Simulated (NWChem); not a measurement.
C4H2BrCl; SMILES Cl/C(=C/C#C)Br

All runs: NWChem. Coordinates come from a PBE0/def2-SVP optimisation. Solvent water, SMD (1 M gas to 1 M solution), gas-phase geometry.

Question: What does the run give for M06-2X/STO-3G? Quantities: solvation free energy (kcal/mol); cavity-dispersion-structure term (kcal/mol); dipole in solution (D).

Answer: 
| Property | Value |
|---|---|
| solvation free energy (kcal/mol) | 1.4 |
| cavity-dispersion-structure term (kcal/mol) | 3.4 |
| dipole in solution (D) | 1.63 |
